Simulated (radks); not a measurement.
Problem. The palladium ion Pd+, configuration [Kr] 4d9. All-electron calculation, scalar-relativistic Kohn-Sham, PBE, spin-unpolarised, spherical densities, finite nucleus; Fermi nuclear charge, rms radius 4.5318 fm; hard spherical wall at 5 bohr. Program: a radial shooting solver on a logarithmic mesh with Libxc functionals. Some entries of the table are withheld. Estimate them.

orbital  occ.  eigenvalue (hartree)  <r> (bohr)
1s          2             -888.4507     0.03185
2s          2             -130.0523         (1)
2p          6             -116.6412      0.1206
3s          2             -23.77029      0.3793
3p          6             -19.36147      0.3787
3d         10             -12.35844      0.3576
4s          2              -3.53187      0.9458
4p          6              -2.27530       1.041
4d          9              -0.51834       1.445
5s          0              -0.35807       2.551
5p          0              -0.12099         (2)
4f          0               0.43347       3.049

Solution. 
(1) 2s <r> (bohr): 0.1383
(2) 5p <r> (bohr): 2.805
